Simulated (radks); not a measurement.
The numbers below are computed, except where a source is named.
Exchange energies: the exact (Fock) value of the Kohn-Sham orbitals and density-functional approximations, as 100 (|E| - |E exact|)/|E exact|, negative where the magnitude is too small. Species: Si3+ [Ne] 3s1; In2+ [Kr] 4d10 5s1; Rb4+ [Ar] 3d10 4s2 4p3. Level of theory: non-relativistic Kohn-Sham, exchange-only LDA, spin-polarised, spherical densities, point nucleus (a radial shooting solver on a logarithmic mesh with Libxc functionals). Every spin shell is full or empty, so the densities are truly spherical. Functionals are evaluated on that one density, not self-consistently.

functional	Si3+	In2+	Rb4+
exact (hartree)	-19.4183	-153.215	-96.3790
LDA	-8.41	-4.89	-5.50
B88	+0.03	+0.03	+0.08
PBE	-0.55	-0.42	-0.40
PBEsol	-3.64	-2.27	-2.50
revPBE	-0.06	-0.28	-0.21
PW91	-0.14	0.00	+0.03
PW86	+0.58	-0.18	+0.03
WC	-1.69	-0.86	-0.95
G96	+0.13	+0.35	+0.36
EV93	+1.53	-0.27	+0.02
TPSS	+0.30	-0.27	-0.11
Tao-Mo	-0.03	-0.80	-0.67
MVS	-0.19	+0.08	+0.04
